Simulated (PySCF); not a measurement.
Isomers of C5H12ClFSi2, mass 182.015 u with the commonest isotopes. Level of theory: PBE0/pcSseg-1 in PySCF (dipole) on a GFN2-xTB geometry, gas phase. One conformer each, none proved a minimum here; rigid rotors.

Question: Order these by rotational constant C, largest first.
A. `[CH2:1]=[CH:2][CH2:3][SiH2:4][C@@:5]([F:6])([Cl:7])[CH2:8][SiH3:9]` with C1–C2–C3–Si4 108°, C2–C3–Si4–C5 -173°, C3–Si4–C5–F6 66°, Si4–C5–C8–Si9 -173°
B. `[CH3:1][C:2]([CH3:3])=[CH:4][SiH2:5][Si@@H:6]([F:7])[CH2:8][Cl:9]` with C2–C4–Si5–Si6 -84°, C4–Si5–Si6–F7 -62°, Si5–Si6–C8–Cl9 65°
C. `[CH3:1][C:2]([CH3:3])=[CH:4][SiH2:5][C@@H:6]([F:7])[SiH2:8][Cl:9]` with C2–C4–Si5–C6 170°, C4–Si5–C6–F7 48°, Si5–C6–Si8–Cl9 -51°
D. `[CH2:1]=[C:2]([CH3:3])[SiH2:4][C@@:5]([F:6])([Cl:7])[CH2:8][SiH3:9]` with C1–C2–Si4–C5 -105°, C2–Si4–C5–F6 172°, Si4–C5–C8–Si9 68°

Answer: D (575.1 MHz), B (491.0 MHz), A (408.6 MHz), C (345.2 MHz).

Question: Order these by rotational constant B, largest first.
A. `[CH3:1][C:2]([CH3:3])=[CH:4][SiH2:5][C@@H:6]([F:7])[SiH2:8][Cl:9]` with C2–C4–Si5–C6 170°, C4–Si5–C6–F7 48°, Si5–C6–Si8–Cl9 -51°
B. `[CH3:1][C:2]([CH3:3])=[CH:4][SiH2:5][Si@@H:6]([F:7])[CH2:8][Cl:9]` with C2–C4–Si5–Si6 -84°, C4–Si5–Si6–F7 -62°, Si5–Si6–C8–Cl9 65°
C. `[CH2:1]=[CH:2][CH2:3][SiH2:4][C@@:5]([F:6])([Cl:7])[CH2:8][SiH3:9]` with C1–C2–C3–Si4 108°, C2–C3–Si4–C5 -173°, C3–Si4–C5–F6 66°, Si4–C5–C8–Si9 -173°
D. `[CH2:1]=[C:2]([CH3:3])[SiH2:4][C@@:5]([F:6])([Cl:7])[CH2:8][SiH3:9]` with C1–C2–Si4–C5 -105°, C2–Si4–C5–F6 172°, Si4–C5–C8–Si9 68°

Answer: D (820.9 MHz), B (647.8 MHz), C (453.5 MHz), A (371.3 MHz).

Question: Order these by out-of-plane moment Σ m c² = (Ia + Ib − Ic)/2, largest first.
A. `[CH3:1][C:2]([CH3:3])=[CH:4][SiH2:5][C@@H:6]([F:7])[SiH2:8][Cl:9]` with C2–C4–Si5–C6 170°, C4–Si5–C6–F7 48°, Si5–C6–Si8–Cl9 -51°
B. `[CH2:1]=[C:2]([CH3:3])[SiH2:4][C@@:5]([F:6])([Cl:7])[CH2:8][SiH3:9]` with C1–C2–Si4–C5 -105°, C2–Si4–C5–F6 172°, Si4–C5–C8–Si9 68°
C. `[CH2:1]=[CH:2][CH2:3][SiH2:4][C@@:5]([F:6])([Cl:7])[CH2:8][SiH3:9]` with C1–C2–C3–Si4 108°, C2–C3–Si4–C5 -173°, C3–Si4–C5–F6 66°, Si4–C5–C8–Si9 -173°
D. `[CH3:1][C:2]([CH3:3])=[CH:4][SiH2:5][Si@@H:6]([F:7])[CH2:8][Cl:9]` with C2–C4–Si5–Si6 -84°, C4–Si5–Si6–F7 -62°, Si5–Si6–C8–Cl9 65°

Answer: D (119.42 u·Å²), B (112.54 u·Å²), C (72.54 u·Å²), A (65.35 u·Å²).

```tsv
SMILES	point group	Ia (u·Å²)	Ib (u·Å²)	Ic (u·Å²)	κ	μa (D)	μb (D)	μc (D)
C=CC[SiH2][C@@](F)(Cl)C[SiH3]	C1	267.48	1114.41	1236.82	-0.94	1.41	1.40	1.51
CC(C)=C[SiH2][Si@@H](F)CCl	C1	488.04	780.10	1029.30	-0.42	1.75	0.57	0.48
CC(C)=C[SiH2][C@@H](F)[SiH2]Cl	C1	233.39	1361.18	1463.87	-0.97	2.20	0.05	1.94
C=C(C)[SiH2][C@@](F)(Cl)C[SiH3]	C1	488.17	615.62	878.72	0.07	1.15	2.10	0.86
```
